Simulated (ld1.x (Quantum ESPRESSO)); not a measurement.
**Before and after: TM potential for bromine**

```
Element                 : bromine
Generator               : ld1.x (Quantum ESPRESSO) 7.5
Type                    : norm-conserving Troullier–Martins (Kleinman–Bylander form)
Functional              : PBE
Relativity              : scalar-relativistic
Frozen core             : [Ar] 3d10
Valence charge          : 7
Reference configuration : 4s2 4p3 (charge +2)
Partial waves           : 4s (bound): rc 1.15 bohr; 4p (bound): rc 1.75 bohr; 4d channel at 0.45 Ry: rc 1.80 bohr
Local potential         : the d channel
Core correction         : none
```

All-electron outer shells of the reference configuration (PBE, scalar-relativistic, ld1.x):

```json
{"shell": "4s", "level (eV)": "-41.84", "outermost node (bohr)": "0.67", "outermost maximum (bohr)": "1.39"}
{"shell": "4p", "level (eV)": "-28.23", "outermost node (bohr)": "0.70", "outermost maximum (bohr)": "1.58"}
```

Change: wave 4d channel at 0.45 Ry: rc 1.80 bohr becomes 4d channel at 0.45 Ry: rc 1.86 bohr.

Cutoffs: the cutoffs (Ry, on a coarse ladder) from which the occupation-weighted sum of valence levels, in a spherical-Bessel basis at the reference potential, stays within 10 and 1 mRy of its value at 400 Ry; they do not see the model core or the augmentation charge, which bear on the density cutoff. Errors are all-electron minus pseudo energies relative to the spin-unpolarised reference configuration.

Question: Predict the effect on cutoff, ghosts and configuration errors.

Answer: The potential gets neither clearly harder nor softer (90 Ry and 180 Ry → 90 Ry and 180 Ry); the errors of the 7 common tests hardly move; neither file shows a bound ghost.

```csv
quantity,base,changed
"cutoff, loose",90 Ry,90 Ry
"cutoff, tight",180 Ry,180 Ry
bound ghosts,none,none
"error for 4s2 4p5, meV [ΔE -35.31 eV]",-29,-31
"error for 4s2 4p4, meV [ΔE -22.76 eV]",-7.2,-7.7
"error for 4s2 4p2, meV [ΔE 33.98 eV]",-18,-19
"error for 4s2 4p5.3, meV [ΔE -37.28 eV]",-36,-38
"error for 4s2 4p1, meV [ΔE 80.01 eV]",-51,-52
"error for 4s1 4p5, meV [ΔE -9.76 eV]",+12,+12
"error for 4s2 4p4.5, meV [ΔE -30.24 eV]",-17,-18
```
